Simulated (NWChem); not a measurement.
System: InClF$_{2}$; SMILES [In]([F])([Cl])[F]

Here is an NWChem input.

```
start job
memory heap 200 mb stack 900 mb global 1100 mb
geometry units angstroms noautoz
  In     0.000000     0.000000     0.284562
  F      0.000000    -1.653461     1.296014
  F      0.000000     1.653461     1.296014
  Cl     0.000000     0.000000    -2.023836
end
basis spherical
  * library def2-svp
end
ecp
  In library def2-ecp
end
dft
  xc hfexch
  iterations 150
  mulliken
end
task dft energy
```

All runs use the structure optimised with PBE0/def2-SVP. def2 effective core potentials on In; no spin-orbit coupling.

Problem. What results follow from this input? (Hartree-Fock/def2-SVP with def2 effective core potentials on In.) Quantities: energy (Ha); highest occupied level (eV); orbital gap (eV); dipole (D).

Solution. 
* **energy (Ha)**: -847.37
* **highest occupied level (eV)**: -13.17
* **orbital gap (eV)**: 13.44
* **dipole (D)**: 1.11
